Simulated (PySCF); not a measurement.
## MoO2: PBE0 against B3LYP

Base calculation in PySCF with density fitting and no spin–orbit coupling, PBE0/def2-TZVP (scalar-relativistic core potentials): triplet, C2v, Mo–O 1.683 Å (×2); O–Mo–O 114.5°; wavenumbers 311, 979, 1038 cm⁻¹; dipole moment 4.54 D, polar-tensor charge of Mo 1.53 e, atomisation energy (no zero-point energy) 1089 kJ/mol.

What changes on going to B3LYP/def2-TZVP (scalar-relativistic core potentials)?

The point group stays the same. Changes: mean bond to Mo +0.014 Å, smallest bond angle 0.0 degrees, highest wavenumber -28 cm⁻¹, lowest wavenumber -3 cm⁻¹, dipole moment -0.03 D, polar-tensor charge of Mo -0.05 e, atomisation energy (no zero-point energy) +61 kJ/mol. The new structure has Mo–O 1.697 Å (×2); O–Mo–O 114.5°, with wavenumbers 308, 955, 1010 cm⁻¹.

Open d or f shells are single determinants, so the state found may not be the ground state. The structures come from searches over a few start shapes, so lower isomers are not excluded.
